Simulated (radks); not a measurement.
Numerical settings for the titanium ion Ti2+, [Ar] 3d2. Method: scalar-relativistic Kohn-Sham, BLYP, spin-polarised, spherical densities, finite nucleus; open shells are filled with parallel spins first; Fermi nuclear charge, rms radius 3.5921 fm; computed with a radial shooting solver on a logarithmic mesh with Libxc functionals. The defaults (mesh step 0.008 in ln r, mesh end at 40 bohr or more with all orbitals vanishing there, Anderson mixing 0.5 over 9 steps, residual threshold near 1e-9 with the energy settled to 1e-9 hartree or 1e-11 of itself, here a cap of 54 iterations) give E = -853.0895 hartree and 3d at -20.323 eV in 20 iterations. Run on one thread of a shared host, so times are rough (Arm Neoverse N1): 0.22 s of CPU time, 0.22 s wall, 20 iterations on 2189 mesh points. Changes against that run (0 stands for a change within the tolerance of the run):

| setting | iterations | converged | E (mhartree) | e(3d) (meV) | CPU (s) |
|---|---|---|---|---|---|
| mesh step in ln r 0.03 | 15 | yes | 0 | 0 | 0.06 |
| mesh step in ln r 0.003 | 54 | no | 0 | 0 | 1.2 |
| mesh step in ln r 0.08 | 4 | no | diverged | - | 0.02 |
| mesh end (bohr) 12 | 20 | yes | 0 | 0 | 0.21 |
| mesh end (bohr) 400 | 20 | yes | 0 | 0 | 0.23 |
| residual threshold 1e-16 | 54 | no | 0 | 0 | 0.41 |
| residual threshold 0.1 | 9 | yes | -0.000284 | +2.63 | 0.12 |
| mixing 1.5 | 54 | no | 0 | 0 | 0.47 |
| linear mixing, mixing 0.8 | 12 | no | diverged | - | 0.14 |
| linear mixing, mixing 0.2 | 54 | no | 0 | -0.0491 | 0.49 |
| mixing history 2 | 54 | no | 0 | 0 | 0.41 |
| iteration cap 5 | 5 | no | +0.00174 | +17.2 | 0.07 |

No run marked as converged misses the energy by more than 1 mhartree. A mesh that ends early acts as a hard wall.
